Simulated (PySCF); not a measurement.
# A search over the determinants of KB

Unrestricted PBE0; basis K pcseg-1, B pcseg-1; no relativity; PySCF 2.14. Outer shells of the fragments: K 4s1; B 2s2 2p1.

Followed along the bond (rough minima from three points):

| 2Ms+1 | unpaired | ⟨S²⟩ at the start | R at minimum (Å) | Te (eV) |
| --- | --- | --- | --- | --- |
| 3 | σ ↑, π ↑ | 2.00 | 2.86 | 0.00 |
| 3 | π ↑↑ | 2.00 | 2.55 | 0.25 |
| 1 | σ ↓, π ↑ | 1.01 | 2.89 | 0.25 |
| 1 | π ↑↓ | 1.00 | 2.56 | 0.50 |
| 1 | none | 0.00 | 3.20 | 0.60 |

Solutions found at the starting distance of 2.760 Å, counted from the lowest of them; the search is not exhaustive and high or unbound solutions are not listed, so other states can lie among these:

```tsv
2Ms+1	unpaired	term	E (eV)	⟨S²⟩	⟨Lz²⟩	μ (D)
3	σ ↑, π ↑	³Π	0.00	2.00	1.00	-7.64
1	σ ↓, π ↑	mixed	0.25	1.01	1.00	-7.11
3	π ↑↑	³Σ⁻	0.30	2.00	0.00	-9.53
1	π ↑↓	mixed	0.55	1.00	2.00	-9.40
1	none	¹Σ⁺	0.80	0.00	0.00	-5.42
3	σ ↑↑	³Σ⁺	1.37	2.00	0.00	3.17
1	none	mixed	1.38	0.00	2.00	-8.78
3	π ↑↑	mixed	3.16	2.00	2.00	1.72
```

A term symbol is given only where ⟨S²⟩ and ⟨Lz²⟩ are close to those of a pure state; real π, δ and φ orbitals otherwise mix terms. A positive dipole means K(−)B(+).

Task: Compare the gap between the two lowest followed solutions at the starting distance with the gap between their minima.

Result: At PBE0 the second solution (triplet, unpaired electrons π ↑↑) lies +0.30 eV from the first (triplet, unpaired electrons σ ↑, π ↑) at 2.760 Å and +0.25 eV at the minima; the two curves relax by different amounts, since their minima lie near 2.55 and 2.86 Å.

Counting both spins, an empty level lies below a filled one in some of these solutions, because spin and occupation are held.
